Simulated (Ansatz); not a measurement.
Input file for Ansatz (a program for electronic structure): U-CCSD(T)/def2-TZVPP on MgN+, 2S+1 = 5, a spin state set in the input, which need not be the lowest, a point of a bond scan (R = 3.164 Å). Charge +1.

Ansatz 0.2 input:
```yaml
crystal:
  periodic: [false, false, false]
  atoms:
    - {symbol: N, position_ang: [0.00000000, 0.00000000, 0.00000000]}
    - {symbol: Mg, position_ang: [0.00000000, 0.00000000, 3.16439800]}
basis:
  gaussian:
    orbitals: def2-TZVPP
total_charge: 1
magnetization: {spin_polarized: true, initial_magnetization: 4}
correlation: {method: ccsd_t, electrons: valence}
output: {orbitals: {seedname: ./end}}
```

The log:

```
WARN ansatz: RAYON_NUM_THREADS=2 ignored (pool sized by the plan → 2); use --threads N
Functional definition: HF
integrals: 0.04 GiB planned
471 factors; integrals over basis functions are off by at most 6.8e-4 eV
mean field: 0.10 GiB planned
mean field evaluation 1: about -6904.4299 eV, gradient 1.4e1 eV
mean field evaluation 2: about -6904.4324 eV, gradient 1.4e1 eV
mean field evaluation 4: about -6905.3246 eV, gradient 7.0e-1 eV
mean field evaluation 8: about -6905.3370 eV, gradient 5.4e-4 eV
mean field evaluation 16: about -6905.3230 eV, gradient 7.0e-1 eV
mean field -6905.33700388 eV, -253.7664542870 hartree, gradient 2.4e-6 eV, S^2 6.007708; 0 other end points of the search recorded, 0 dependent functions left out
2 core orbitals not correlated
reference -6905.33700388 eV, -253.7664542870 hartree; 9, 5 occupied and 52, 56 virtual orbitals, 471 factors
second order -6.98395533 eV of doubles, -0.00000000 eV of singles
coupled cluster: 0.19 GiB planned
cycle   1  -7.43396545 eV  change   -4.5e-1 eV  update   3.5e-2
cycle   2  -7.55596196 eV  change   -1.2e-1 eV  update   1.2e-2
cycle   3  -7.56557885 eV  change   -9.6e-3 eV  update   4.3e-3
cycle   4  -7.56462579 eV  change    9.5e-4 eV  update   1.4e-3
cycle   5  -7.56480729 eV  change   -1.8e-4 eV  update   4.3e-4
cycle   6  -7.56489570 eV  change   -8.8e-5 eV  update   1.2e-4
cycle   7  -7.56492355 eV  change   -2.8e-5 eV  update   4.4e-5
cycle   8  -7.56492202 eV  change    1.5e-6 eV  update   1.3e-5
perturbative correction -0.09664002 eV, -0.0035514552 hartree
Total energy: -6912.99856592 eV, -254.0480114987 hartree
```

Self-consistency was reached.

Cost: around 3 core-seconds (rough).
